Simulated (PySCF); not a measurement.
BrSi, SMILES [Si]Br (connectivity only; charge and spin as stated), neutral, multiplicity 2.

Coordinates come from a PBE0-D3(BJ)/def2-TZVP optimisation.

The numbers are results of ωB97X/def2-TZVPD (PySCF), not measurements.

The molecule is in vacuum.

- total energy = -2863.64213 hartree
- point group = C∞v
- α spin, highest occupied and lowest empty level = -7.41 and -1.02 eV
- β spin, highest occupied and lowest empty level = -10.73 and -0.84 eV
- dipole moment = 0.86 D
- ⟨S²⟩ = 0.757 (pure state 0.75)
